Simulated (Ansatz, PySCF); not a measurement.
Potential energy curve for MgH, doublet. Each curve is given relative to its own lowest point near equilibrium.

| R / Å | A | B | C | D |
|---|---|---|---|---|
| 1.30 | 32.4 | 32.7 | 34.1 | 35.0 |
| 1.38 | 19.7 | 19.4 | 20.8 | 21.1 |
| 1.48 | 9.3 | 8.8 | 9.9 | 9.8 |
| 1.59 | 3.0 | 2.6 | 3.2 | 3.0 |
| 1.64 | 1.4 | 1.1 | 1.5 | 1.3 |
| 1.69 | 0.4 | 0.3 | 0.5 | 0.4 |
| 1.74 | 0.0 | 0.0 | 0.0 | 0.0 |
| 1.80 | 0.0 | 0.2 | 0.0 | 0.2 |
| 1.87 | 0.7 | 1.2 | 0.6 | 1.2 |
| 1.91 | 1.3 | 1.9 | 1.3 | 2.0 |
| 1.99 | 2.9 | 3.9 | 2.9 | 4.2 |
| 2.15 | 7.1 | 8.7 | 7.2 | 9.4 |
| 2.39 | 14.2 | 16.4 | 14.4 | 16.9 |
| 2.63 | 20.4 | 22.4 | 20.9 | 21.9 |
| 2.92 | 25.8 | 26.3 | 26.8 | 24.9 |
| 3.10 | 28.0 | 27.3 | 29.3 | 25.7 |
| 3.50 | 30.5 | 28.0 | 32.9 | 26.4 |
| 3.85 | 31.0 | 28.0 | 34.6 | 26.4 |
| 4.27 | 31.2 | 28.0 | 35.6 | 26.4 |
| 4.70 | 31.3 | 27.9 | 36.1 | 26.3 |
| 5.24 | 31.3 | 27.9 | 36.4 | 26.3 |
| 6.03 | 31.4 | 27.9 | 36.6 | 26.4 |
| 6.87 | 31.4 | 27.9 | 36.6 | 26.4 |

Energies in kcal/mol.

Q: Match the curves with the methods full CI/cc-pVDZ, frozen core (Ansatz, a quantum-chemistry and plane-wave program); unrestricted Hartree-Fock/6-31G*, spherical d (PySCF); unrestricted LDA (SVWN5)/6-31G*, spherical d (PySCF); unrestricted PBE/cc-pVDZ (Ansatz).

A: A is UKS-PBE; B is FCI; C is UKS-LDA (SVWN5)/6-31G*; D is UHF/6-31G*.

The unrestricted determinant behind UHF/6-31G* is spin-contaminated at 2.39 to 3.10 Å (<S²> up to 0.9, against 0.75 for a pure doublet).
